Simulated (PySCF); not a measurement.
Electron correlation in B+ (boron, charge +1)

[He] 2s2, closed-shell 1S. Calculation: PySCF 2.14, in pcseg-2 (4s3p2d1f, 30 functions); no relativity, point nucleus. Frozen: 1s2; 2 electrons correlated.

Total MP2 correlation energy: -34.64 mhartree.

Same-spin part 0.00 and opposite-spin part -34.64 mhartree; SCS-MP2 scales them by 1/3 and 6/5 to -41.56 mhartree.

With two correlated electrons CCSD is exact within the correlated space (frozen core and kept virtual orbitals).

```csv
level,correlation energy (mhartree)
CCSD,-58.43
```

Diagnostics: T1 = 0.011, D1 = 0.0160, largest double amplitude 0.150.

Task: Is a single reference adequate?

Result: Not fully. A double-excitation amplitude exceeds 0.15, a sign of near-degeneracy.
